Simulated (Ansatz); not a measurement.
Reaction (substitution at a C–Si bond): `C=C[Si](N)(Cl)O[SiH3]` + H–F → `C=CF` + `N[SiH](Cl)O[SiH3]`

Computed with Ansatz on PBE0-D4/def2-TZVP structures; ΔE is electronic, products minus reactants. CCSD(T)/CBS adds triple-zeta CCSD(T) − MP2 to the extrapolated MP2 energy (def2 sets, frozen cores). This one scheme is used for every species. Functionals use def2-TZVPP. One conformer a species, not always the lowest.

`C=C[Si](N)(Cl)O[SiH3]`:

Z-matrix (Å, degrees):
```
Si
C 1 1.841
Cl 1 2.063 2 111.6
N 1 1.695 2 110.9 3 -116.2
O 1 1.630 2 107.0 3 116.7
C 2 1.330 1 123.0 3 -118.6
H 2 1.088 1 118.2 3 62.0
H 4 1.006 1 121.5 2 -52.5
H 4 1.006 1 121.7 2 152.1
Si 5 1.639 1 142.3 2 -156.9
H 6 1.086 2 121.4 1 0.7
H 6 1.086 2 122.1 1 -179.4
H 10 1.487 5 110.5 1 -45.1
H 10 1.484 5 107.6 1 -164.5
H 10 1.484 5 110.4 1 75.9
```

H–F:

Z-matrix (Å, degrees):
```
F
H 1 0.920
```

`C=CF`:

Z-matrix (Å, degrees):
```
C
C 1 1.316
H 1 1.081 2 119.2
H 1 1.082 2 121.6 3 -180.0
F 2 1.336 1 122.3 3 180.0
H 2 1.084 1 125.7 3 0.0
```

`N[SiH](Cl)O[SiH3]`:

Cartesian coordinates in Å:
```
N -0.919 2.035 -0.289
Si 0.322 0.903 -0.496
Cl 0.293 -0.081 -2.319
O 0.167 -0.239 0.642
Si 0.289 -1.860 0.887
H -1.873 1.738 -0.162
H -0.867 2.929 -0.751
H 1.621 1.597 -0.437
H 0.226 -2.090 2.350
H -0.837 -2.562 0.222
H 1.577 -2.370 0.353
```

CCSD(T)/CBS gives +0.92 eV.

(1) Another level gave +0.73 eV. Which?
A. PBE/def2-TZVPP
B. PBE0-D4/def2-TZVPP
C. MP2/def2-TZVPP
D. r2SCAN-D4/def2-TZVPP

Largest T1 diagnostic among the species: 0.012.

Answers

(1) D. r2SCAN-D4 0.73, PBE0-D4 0.80, MP2/def2-TZVPP 0.98, PBE 0.63 eV.

The D4 term adds +0.16 eV with B3LYP and +0.10 eV with PBE0; it sums over pairs of atoms, weighted by their polarisabilities, and B3LYP, whose exchange is more repulsive, gets the larger term. From PBE to PBE0 (25 % exact exchange), in def2-TZVPP and without D4, ΔE moves by +0.08 eV.

B3LYP here is the variant with VWN-RPA as its local correlation; programs differ in this.
